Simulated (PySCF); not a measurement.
A PySCF script (with the pyscf-properties extension) for the NMR shieldings of `C=C[C@@H](C(C)=O)[Si@H](O)N[SiH3]`, C₅H₁₃NO₂Si₂, on a GFN2-xTB geometry:

```python
import basis_set_exchange as bse
import numpy as np
from pyscf import gto, dft
from pyscf.prop import nmr

atoms = """
C    -0.634272    2.610549    1.716584
C    -1.009087    1.925459    0.650990
C    -0.568572    0.538705    0.348789
C    -1.610485   -0.254923   -0.349856
C    -1.752310   -1.683454    0.102988
O    -2.254033    0.199047   -1.278958
Si    0.845872    0.674257   -0.971035
O     0.173270    1.066094   -2.386338
N     1.585832   -0.885079   -1.095773
Si    2.491952   -1.780706    0.083401
H     0.032946    2.192845    2.453270
H    -0.978070    3.613911    1.897655
H    -1.678197    2.359669   -0.079544
H    -0.205631    0.035917    1.241990
H    -2.016031   -1.716046    1.158164
H    -0.794670   -2.185496   -0.025746
H    -2.516423   -2.191884   -0.479856
H     1.755315    1.748051   -0.593004
H    -0.787260    1.004261   -2.445233
H     1.779639   -1.146503   -2.049991
H     2.578666   -3.140294   -0.451141
H     3.826616   -1.213909    0.299465
H     1.730180   -1.743488    1.332360
"""
names = dict.fromkeys(["C", "O", "Si", "N", "H"], "pcSseg-1")
basis = {el: gto.basis.parse(bse.get_basis(n, elements=[el], fmt="nwchem")) for el, n in names.items()}
mol = gto.M(atom=atoms, basis=basis, charge=0, verbose=0)
mf = dft.RKS(mol, xc="PBE0")
mf.grids.level = 2
mf.grids.alignment = dft.numint.BLKSIZE   # the property module wants whole blocks of grid points
mf.conv_tol = 1e-9
mf.kernel()

calc = nmr.RKS(mf)   # GIAO
C = mf.mo_coeff
Co = C[:, mf.mo_occ > 0]
resp = mf.gen_response(singlet=True, hermi=2)
def vind(x):   # induced exchange potential for any number of trial vectors
    d = np.einsum("pi,xij,qj->xpq", C, 2 * x.reshape(-1, C.shape[1], Co.shape[1]), Co, optimize=True)
    return np.einsum("xpq,pi,qj->xij", resp(d - d.transpose(0, 2, 1)), C, Co, optimize=True).ravel()
mo1, _ = nmr.rhf.solve_mo1(calc, with_cphf=vind)
sigma = calc.kernel(mo1)
for i, s in enumerate(sigma):   # ppm
    print("%2d %-2s %9.2f" % (i, mol.atom_pure_symbol(i), np.trace(s) / 3))
```

Task: What does it print?

Result: 
```
 0 C      68.59
 1 C      45.35
 2 C     127.35
 3 C     -30.17
 4 C     150.64
 5 O    -280.72
 6 Si    369.64
 7 O     296.27
 8 N     243.43
 9 Si    410.26
10 H      26.56
11 H      26.43
12 H      25.36
13 H      27.81
14 H      29.29
15 H      29.08
16 H      29.57
17 H      26.85
18 H      27.79
19 H      31.70
20 H      26.99
21 H      26.86
22 H      26.98
```

These numbers come from an equivalent density-fitted implementation of the same equations, which agrees with the script to about 0.01 ppm for H and up to a few tenths of a ppm for heavy atoms, so last digits may differ.

Size and cost of the density-fitted run: 249 basis functions, 100 s wall time on 1 thread of an AMD EPYC 7R43 64-Core, shared host; peak memory 1.2 GiB.
